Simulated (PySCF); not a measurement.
C₆H₁₁O (doublet state).
SMILES with atom numbers: `[CH:1]1[CH2:2][CH2:3][CH2:4][O:5][CH2:6][CH2:7]1` (hydrogens: H8 on C1; H9, H10 on C2; H11, H12 on C3; H13, H14 on C4; H15, H16 on C6; H17, H18 on C7)

Structure used (GFN2-xTB), in Å, numbered top down from 1:
```
atom  x, y, z in Å
C1    -0.5475    1.3922   -0.0572
C2     0.9267    1.2792   -0.1668
C3     1.4316   -0.1307   -0.4802
C4     0.9367   -1.1878    0.5148
O5    -0.3126   -1.7513    0.1835
C6    -1.4216   -0.9256    0.4165
C7    -1.4712    0.3302   -0.4976
H8    -0.9449    2.2446    0.4669
H9     1.3845    1.6222    0.7706
H10    1.3005    1.9623   -0.9461
H11    2.5232   -0.1197   -0.4582
H12    1.1226   -0.4326   -1.4822
H13    1.6238   -2.0388    0.5162
H14    0.9036   -0.7612    1.5288
H15   -1.4497   -0.6074    1.4702
H16   -2.2893   -1.5578    0.2118
H17   -1.2284   -0.0140   -1.5082
H18   -2.4967    0.7026   -0.4946
```

Method used: UKS B3LYP, pcH-1 on C H O, non-relativistic, mean-field spin-orbit, GIAO (PySCF 2.14.0). Isolated species at its GFN2-xTB geometry (one conformer only). The geometry wasn't refined by DFT: couplings that depend on bond lengths, twists or pyramidal angles can differ widely from those at the functional's own minimum. No stability test was run, so a lower SCF solution isn't excluded.

The Mulliken spin populations are largest on C1 (+1.03), C2 (-0.09) and C7 (-0.09). No atom but C1 exceeds +0.15. The positive populations add up to 1.22 and the negative ones to -0.22, together 2S = 1. The angles at C1 add up to 359.7°, so it is planar; its axial dipolar tensor and the negative coupling of its proton fit spin in a p orbital normal to that plane.

Problem. McConnell's relation a(H) = Q·ρ ties the coupling of a proton on a planar π carbon to the spin population of that carbon. What Q do the computed values give?

Solution. 
| H | C | ρ(C) | a(H) (G) | a/ρ (G) |
| --- | --- | --- | --- | --- |
| H8 | C1 | +1.026 | -22.24 | -21.7 |

One proton gives one ratio, Q = -21.7 G, and no test of linearity. In every row coupling and population have opposite signs.

Problem. List the C–H protons on four-coordinate carbons next to a three-coordinate spin centre, with their couplings and θ (C–H bond against the normal to the plane of the centre's neighbours, projected along the bond that joins the two).

Solution. 
| β H | on | centre | θ (°) | cos²θ | a (G) |
| --- | --- | --- | --- | --- | --- |
| H9 | C2 | C1 | 48 | 0.44 | +25.88 |
| H10 | C2 | C1 | 16 | 0.92 | +47.47 |
| H17 | C7 | C1 | 44 | 0.52 | +25.36 |
| H18 | C7 | C1 | 76 | 0.06 | +3.83 |

Fitting the Heller–McConnell form a = ρ(B0 + B2 cos²θ), with Mulliken ρ = 1.03, gives B0 = 1.5 G and B2 = 48.7 G, with a largest miss of 2.4 G. By this fit the coupling would be 51.4 G at θ = 0° and 1.5 G at 90°.

Couplings in gauss use g_iso = 2.0026.
